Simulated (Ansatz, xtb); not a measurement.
**Two isomers of C6H7NO2**

Structure a is `C=Cc1ncoc1OC`, a singlet and structure b is `C=Cc1coc(OC)n1`, a singlet. Both are isolated molecules in the gas phase, relaxed with B3LYP-D3(BJ)/def2-SVP; each stands in its lowest conformer found.

Energies in hartree; the thermal terms are from GFN2-xTB frequencies at re-optimised GFN2-xTB minima (ideal gas, soft modes damped towards free rotors, one conformer each, 298.15 K, 1 atm) and include the zero-point energy:

|  | a | b |
| --- | --- | --- |
| E, CCSD(T)/def2-SVP | −436.483714 | −436.494742 |
| E, MP2/def2-SVP | −436.380286 | −436.390389 |
| E, MP2/def2-TZVPP | −437.186931 | −437.197949 |
| zero-point energy | 0.119977 | 0.120155 |
| H(298 K) − E | 0.129660 | 0.129815 |
| G(298 K) − E | 0.086149 | 0.086296 |

Question: Correct the CCSD(T) difference for the basis set by the MP2 change, then work out ΔE, ΔE₀, ΔH and ΔG for a → b in kcal/mol (1 Eh = 627.51 kcal/mol) and the equilibrium ratio [b]/[a].

Answer: 1. Differences b − a: CCSD(T) −0.011028, MP2 in the small set −0.010103, MP2 in the large set −0.011018 Eh.
2. ΔE = −0.011028 + (−0.011018 − (−0.010103)) = −0.011943 Eh = −7.49 kcal/mol.
3. ΔE₀ = ΔE + ΔZPE = −0.011943 + (+0.000178) Eh = −7.38 kcal/mol.
4. ΔH = ΔE + (+0.000155) Eh = −7.40 kcal/mol.
5. ΔG = ΔE + (+0.000147) Eh = −7.40 kcal/mol, so ΔS = (ΔH − ΔG)/T = +0.1 J/(mol K).
6. kT = 0.9442 mEh, so K = [b]/[a] = exp(−ΔG/kT) = exp(+12.49) ≈ 2.7 × 10^5.

Structure b is favoured at this temperature. An error of 1 kcal/mol in ΔG would change K by a factor of 5.4. Mirror images and further conformers aren't counted.

As drawn, both hold the same kinds of bond in the same numbers.

Other levels gave ΔE = −5.3 (GFN2-xTB); −3.8 (HF/STO-3G, GFN2-xTB geometries); −6.9 (r2SCAN-D4/def2-SVP, GFN2-xTB geometries); −6.4 (B3LYP-D3(BJ)/def2-SVP); −9.5 (HF/def2-SVP); −6.3 (MP2/def2-SVP); −6.9 (CCSD(T)/def2-SVP) kcal/mol. The correlated steps freeze 9 core orbitals. Programs: Ansatz 0.2.0, xtb 6.7.1.
